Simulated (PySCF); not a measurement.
Computed shifts of a molecule C6H6O, KT2/pcSseg-1 (PySCF), GIAO, gas phase, equivalent atoms averaged, in ppm (number of nuclei): ¹³C: 193.9 (1), 82.4 (1), 66.8 (1), 29.1 (2), 27.8 (1). ¹H: 10.27 (1), 2.38 (1), 1.79 (2), 1.56 (2). References: ¹³C against TMS (σ = 185.1 ppm); ¹⁷O against H2O (σ = 330.4 ppm); ¹H against TMS (σ = 31.47 ppm), references at their B3LYP-D3(BJ)/def2-TZVP geometries, non-relativistic. The structure is a stationary point at ωB97X-D3(BJ)/def2-SVP. The values are those of a single conformer.

Question: Identify the compound among the candidates.
A. C=C=C1CCC1=O
B. C#CC1(C=O)CC1
C. CC1=CC=CC1=O
D. C=C=C1C=CCO1

Answer: B, C#CC1(C=O)CC1
